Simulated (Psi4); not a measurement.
C4H3O (SMILES [c-]1ccco1), charge -1, singlet, geometry from GFN2-xTB (a gas-phase anion, which may not be bound at this level), atoms displaced at random by about 0.1 Å a coordinate. Base run: HF/STO-3G run with Psi4 1.11.

Here is a job for Psi4.
```
memory 2 GB

molecule mol {
-1 1
O    -0.008011    0.138385    1.241789
C     0.155104    1.417131    0.337247
C    -0.002286   -0.918174    0.338132
C    -0.006816    0.680550   -1.010595
C     0.056332   -0.626677   -0.997074
H    -0.150922   -1.980956    0.874305
H    -0.104413    1.447048   -1.833175
H     0.072190   -1.220727   -1.812053
}

set {
  basis sto-3g
  reference rhf
}

optimize('scf')
print_variables()
```

Each row names what was changed in the base input (with any setting that the change needs).

```
change                    ΔE vs base (kcal/mol)  optimiser steps  core-seconds (rough)
------------------------  ---------------------  ---------------  --------------------
base                                      0.000                9                    20
hess_update = bofill                      0.000               10                    20
step_type = nr                            0.000                9                    20
intrafrag_hess = fischer                  0.000                9                    20
step_type = sd                            0.003               42                    60
hess_update = none                        0.001               15                    20
intrafrag_hess = lindh                    0.002               21                    30
```

A gas-phase anion may not be bound at this level; its values then depend on the basis.
